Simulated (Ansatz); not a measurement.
Born–Oppenheimer molecular dynamics of CH8AlNO (12 atoms, charge 0, multiplicity 1). It starts from a rough guess of a transition structure, not a stationary point.

Method: UKS PBE0/STO-3G in Ansatz 0.2.0.

```json
{
 "ensemble": "NVE (velocity Verlet)",
 "time step": "0.5 fs",
 "steps asked": "150",
 "starting velocities drawn for": "300 K",
 "seed": "75614"
}
```

Frames 5 fs apart, positions in Å, forces in eV/Å.

Velocities at 0.0 fs (Å/ps):

```
Al 1.56 1.06 -1.99
N -1.17 -2.48 4.32
H -0.43 13.83 16.32
H -8.52 -6.09 3.11
H -8.56 -10.23 24.53
O 1.40 -1.40 -0.14
C 0.64 -2.38 0.97
H -5.96 -0.68 -23.43
H 3.58 8.44 -22.31
H 5.21 48.24 -22.57
H -17.74 -11.88 10.58
H -22.99 14.97 -2.39
```

```xyz
12
Properties=species:S:1:pos:R:3:forces:R:3 time_fs=0.0 energy_less_start_eV=0.000 T=300
Al -1.720 -0.341 0.018 3.70 0.01 0.53
N -0.156 -1.472 1.150 -2.69 5.00 -4.29
H -2.287 -1.027 -1.236 0.61 0.21 0.73
H -2.620 0.547 0.893 0.78 -0.50 -0.30
H 0.377 -0.457 0.455 0.64 0.36 -0.20
O 0.239 0.536 -0.342 -4.47 -4.44 3.02
C 1.263 1.316 -0.872 -0.62 -0.37 0.10
H 0.258 -2.343 0.847 0.44 -1.46 -0.39
H 0.027 -1.346 2.137 0.11 0.06 1.54
H 1.732 1.917 -0.084 0.65 0.60 0.26
H 0.862 1.991 -1.633 0.05 0.59 -0.55
H 2.025 0.680 -1.336 0.79 -0.06 -0.43
12
Properties=species:S:1:pos:R:3:forces:R:3 time_fs=5.0 energy_less_start_eV=-0.356 T=576
Al -1.694 -0.334 0.014 4.92 0.41 1.62
N -0.180 -1.451 1.132 -0.57 2.64 -1.19
H -2.250 -0.982 -1.152 -0.13 -0.78 -1.08
H -2.578 0.471 0.885 0.07 0.29 0.41
H 0.400 -0.473 0.528 0.11 0.15 -0.64
O 0.218 0.498 -0.319 -1.69 -2.62 2.58
C 1.254 1.314 -0.862 -0.78 1.10 -1.45
H 0.225 -2.374 0.762 -0.53 1.07 0.89
H 0.059 -1.328 2.194 -0.71 -0.75 -2.08
H 1.774 2.111 -0.210 -0.56 -1.54 0.04
H 0.787 1.980 -1.649 0.41 -0.52 0.14
H 2.053 0.707 -1.409 -0.56 0.55 0.76
12
Properties=species:S:1:pos:R:3:forces:R:3 time_fs=10.0 energy_less_start_eV=-1.281 T=1290
Al -1.627 -0.325 0.020 2.99 -0.89 0.19
N -0.222 -1.380 1.079 -1.05 1.15 -3.08
H -2.197 -1.057 -1.216 0.57 0.47 0.76
H -2.502 0.444 0.949 0.05 0.25 0.03
H 0.448 -0.450 0.469 -0.24 -0.11 0.09
O 0.170 0.422 -0.259 1.22 1.10 -0.36
C 1.223 1.325 -0.876 -2.76 -1.63 -0.33
H 0.120 -2.308 0.795 -0.15 -0.67 -0.85
H -0.025 -1.417 2.059 -0.26 0.60 2.54
H 1.739 2.058 -0.267 -0.12 0.39 1.51
H 0.771 1.906 -1.680 -0.53 0.35 -0.43
H 2.033 0.785 -1.370 0.27 -1.00 -0.08
12
Properties=species:S:1:pos:R:3:forces:R:3 time_fs=15.0 energy_less_start_eV=-1.570 T=1514
Al -1.535 -0.322 0.030 -0.08 0.68 0.72
N -0.275 -1.298 1.001 0.27 -3.81 3.58
H -2.040 -1.062 -1.167 -0.05 0.09 -0.09
H -2.408 0.470 1.013 0.36 -0.22 -0.73
H 0.470 -0.471 0.443 0.19 -0.27 0.70
O 0.139 0.364 -0.207 2.75 4.47 -3.40
C 1.146 1.312 -0.894 -0.99 -1.98 1.40
H -0.043 -2.287 0.703 -0.31 0.48 -0.07
H -0.227 -1.396 2.092 -0.38 0.59 -2.13
H 1.614 1.987 -0.098 -0.89 -0.38 -1.12
H 0.681 1.868 -1.752 0.24 -0.10 0.81
H 2.018 0.702 -1.306 -1.10 0.46 0.32
12
Properties=species:S:1:pos:R:3:forces:R:3 time_fs=20.0 energy_less_start_eV=-1.259 T=1273
Al -1.441 -0.313 0.044 -2.08 1.99 -2.23
N -0.324 -1.271 0.962 1.24 -4.43 1.70
H -1.896 -1.051 -1.141 -0.52 -0.25 -0.61
H -2.265 0.476 0.952 -0.81 0.62 0.42
H 0.498 -0.522 0.537 -0.56 0.68 -0.51
O 0.146 0.364 -0.199 1.90 1.98 -1.80
C 1.040 1.260 -0.886 -1.47 -1.01 1.37
H -0.266 -2.233 0.578 0.33 -0.44 0.75
H -0.511 -1.272 1.951 0.12 -0.73 1.96
H 1.352 1.908 -0.076 1.10 1.37 0.03
H 0.607 1.840 -1.704 -0.27 0.20 -0.42
H 1.867 0.648 -1.227 1.01 0.03 -0.67
12
Properties=species:S:1:pos:R:3:forces:R:3 time_fs=25.0 energy_less_start_eV=-0.755 T=884
Al -1.368 -0.286 0.040 -5.60 1.83 -3.37
N -0.358 -1.316 0.971 0.76 -2.71 4.14
H -1.852 -1.065 -1.214 0.10 0.76 0.79
H -2.253 0.579 0.930 0.21 -0.25 -0.47
H 0.438 -0.463 0.551 0.39 -0.67 0.07
O 0.175 0.391 -0.213 -3.45 -3.50 2.78
C 0.922 1.203 -0.856 6.53 6.18 -2.99
H -0.405 -2.281 0.605 0.66 -0.52 0.48
H -0.707 -1.295 1.974 1.08 -0.65 -0.71
H 1.279 2.037 -0.143 0.37 -0.65 -0.93
H 0.490 1.812 -1.697 -0.30 -0.86 0.08
H 1.853 0.660 -1.260 -0.74 1.04 0.13
12
Properties=species:S:1:pos:R:3:forces:R:3 time_fs=30.0 energy_less_start_eV=-1.485 T=1446
Al -1.342 -0.245 0.009 -4.95 -0.19 0.13
N -0.376 -1.409 1.034 -0.14 -0.99 0.98
H -1.815 -0.950 -1.173 -0.53 -0.35 -0.98
H -2.225 0.652 0.832 0.00 -0.08 -0.07
H 0.442 -0.523 0.566 0.13 -0.53 0.25
O 0.169 0.375 -0.194 1.77 -1.57 2.71
C 0.905 1.249 -0.875 1.48 2.41 -3.10
H -0.395 -2.418 0.741 0.55 0.48 -0.18
H -0.724 -1.453 2.022 0.76 0.30 0.03
H 1.309 2.108 -0.351 -0.04 0.98 1.12
H 0.304 1.648 -1.713 0.15 0.30 -0.25
H 1.794 0.813 -1.319 0.83 -0.75 -0.64
12
Properties=species:S:1:pos:R:3:forces:R:3 time_fs=35.0 energy_less_start_eV=-1.560 T=1506
Al -1.359 -0.207 -0.025 -3.41 -2.30 -0.26
N -0.391 -1.515 1.111 0.09 1.69 -1.61
H -1.870 -0.873 -1.284 0.04 0.04 0.27
H -2.213 0.718 0.727 -0.60 0.30 0.58
H 0.458 -0.712 0.648 -0.80 -0.20 0.47
O 0.186 0.337 -0.135 6.18 2.03 -0.10
C 0.928 1.349 -0.952 -0.84 -2.52 0.06
H -0.265 -2.508 0.833 0.08 -0.10 -0.37
H -0.592 -1.557 2.127 0.32 0.39 0.44
H 1.299 2.279 -0.405 -0.83 -0.99 -0.43
H 0.169 1.534 -1.753 0.86 1.08 0.09
H 1.834 0.868 -1.472 -1.07 0.56 0.85
12
Properties=species:S:1:pos:R:3:forces:R:3 time_fs=40.0 energy_less_start_eV=-1.447 T=1418
Al -1.405 -0.184 -0.059 -0.19 0.39 0.03
N -0.410 -1.601 1.170 -0.91 0.36 0.97
H -1.929 -0.807 -1.361 0.24 -0.03 0.76
H -2.300 0.809 0.722 0.45 -0.97 -0.21
H 0.351 -0.941 0.822 1.50 1.01 -0.50
O 0.284 0.324 -0.076 1.89 1.97 -1.51
C 0.927 1.405 -1.027 -3.69 -3.46 2.33
H -0.115 -2.570 0.865 -0.45 0.44 0.25
H -0.352 -1.576 2.258 -0.37 -0.18 -1.97
H 1.149 2.324 -0.487 0.50 0.42 0.45
H 0.191 1.649 -1.802 -0.10 0.23 -0.36
H 1.782 0.971 -1.520 1.13 -0.18 -0.23
12
Properties=species:S:1:pos:R:3:forces:R:3 time_fs=45.0 energy_less_start_eV=-0.779 T=903
Al -1.452 -0.161 -0.092 4.28 0.39 1.51
N -0.433 -1.668 1.223 1.85 3.04 -3.35
H -1.950 -0.766 -1.314 -0.26 -0.77 -0.88
H -2.323 0.725 0.704 -0.31 0.10 0.53
H 0.444 -1.011 0.908 -1.41 -0.49 -0.50
O 0.412 0.340 -0.040 -2.42 1.02 -2.27
C 0.867 1.400 -1.061 0.87 -0.59 1.44
H -0.058 -2.593 0.924 -0.44 -0.61 -0.16
H -0.216 -1.630 2.210 -0.62 -0.26 2.44
H 1.071 2.371 -0.515 0.23 -0.84 -0.03
H 0.221 1.799 -1.896 -0.26 -1.34 0.47
H 1.865 1.087 -1.555 -1.52 0.33 0.79
12
Properties=species:S:1:pos:R:3:forces:R:3 time_fs=50.0 energy_less_start_eV=-0.478 T=669
Al -1.465 -0.135 -0.115 3.98 -0.42 0.55
N -0.432 -1.696 1.246 0.06 -0.36 1.21
H -1.995 -0.856 -1.377 0.53 0.38 0.82
H -2.392 0.632 0.783 0.12 -0.04 0.03
H 0.366 -1.114 0.883 1.07 0.65 -0.11
O 0.506 0.369 -0.035 -4.80 -0.92 -1.26
C 0.808 1.379 -1.060 0.80 0.22 1.64
H -0.123 -2.683 0.967 -0.69 0.68 -0.07
H -0.261 -1.737 2.344 -0.76 0.48 -2.41
H 1.046 2.308 -0.522 -0.47 0.86 0.17
H 0.172 1.685 -1.911 -0.75 -0.64 0.20
H 1.780 1.200 -1.503 0.92 -0.89 -0.76
12
Properties=species:S:1:pos:R:3:forces:R:3 time_fs=55.0 energy_less_start_eV=-0.524 T=705
Al -1.442 -0.111 -0.130 3.71 -0.36 2.62
N -0.428 -1.717 1.264 0.09 2.63 -5.09
H -1.940 -0.891 -1.311 0.24 0.15 -0.12
H -2.431 0.538 0.867 0.75 -0.17 -0.72
H 0.417 -1.137 0.847 -0.73 -0.81 1.15
O 0.530 0.386 -0.048 -4.98 -2.48 0.80
C 0.771 1.364 -1.033 1.77 0.55 -1.04
H -0.320 -2.699 0.969 0.08 -0.56 -0.43
H -0.438 -1.746 2.258 0.22 0.48 2.78
H 0.919 2.369 -0.528 -0.47 -0.18 -0.84
H -0.006 1.418 -1.853 0.60 0.48 0.41
H 1.781 1.166 -1.563 -1.29 0.27 0.49
```

Of the whole run (75 fs, mean temperature of the second half 1042 K): The conserved energy stayed within 0.4 meV per atom of its start (net change -0.3 meV per atom), so the integration is sound. The system heated up, since it started high on the potential surface and ran downhill. A run of 0.075 ps of so small a system gives no equilibrium averages. The orbitals stay closed-shell, which can raise the energy where a bond breaks towards radicals; this wasn't checked here. Limits of this set-up: minimal basis.

The run took 7.3 min on 1 thread of Arm Neoverse V1, on a shared host, peak memory 0.12 GiB.
